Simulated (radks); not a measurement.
Results of a calculation; reference values are marked as such.
All-electron atom: Ce4+ in [Kr] 4d10 5s2 5p5 6p1 (not the ground configuration). Level of theory: scalar-relativistic Kohn-Sham, BLYP, spin-polarised, spherical densities, point nucleus; open shells are filled with parallel spins first (spin-orbit coupling, left out, can overturn this in heavy ions) (a radial shooting solver on a logarithmic mesh with Libxc functionals).

Radial electron density D(r) = 4 pi r^2 rho(r):

```
   r/bohr * D(r) (the largest magnitude, 97.2, reaches the edge; | marks zero)
 0.001007 | *
 0.001354 |  *
 0.001821 |   *
 0.002467 |      *
 0.003317 |          *
  0.00446 |               *
 0.005996 |                      *
 0.008126 |                              *
  0.01093 |                                     *
  0.01469 |                                          *
  0.01991 |                                          *
  0.02677 |                                      *
  0.03599 |                                     *
  0.04877 |                                            *
  0.06557 |                                                      *
  0.08816 |                                                      *
   0.1185 |                                           *
   0.1606 |                                          *
    0.216 |                                                *
   0.2904 |                                   *
   0.3935 |                  *
   0.5291 |                   *
   0.7113 |                 *
    0.964 |       *
    1.296 |    *
    1.743 |  *
    2.343 |*
    3.175 *
    4.269 *
    5.739 *
    7.779 *
```

D(r) has 4 maxima, at r = 0.0171, 0.0757, 0.214, 0.587 bohr, and minima at 0.0330, 0.141, 0.433 bohr, inside which lie 1.96, 11.20, 28.93 electrons.
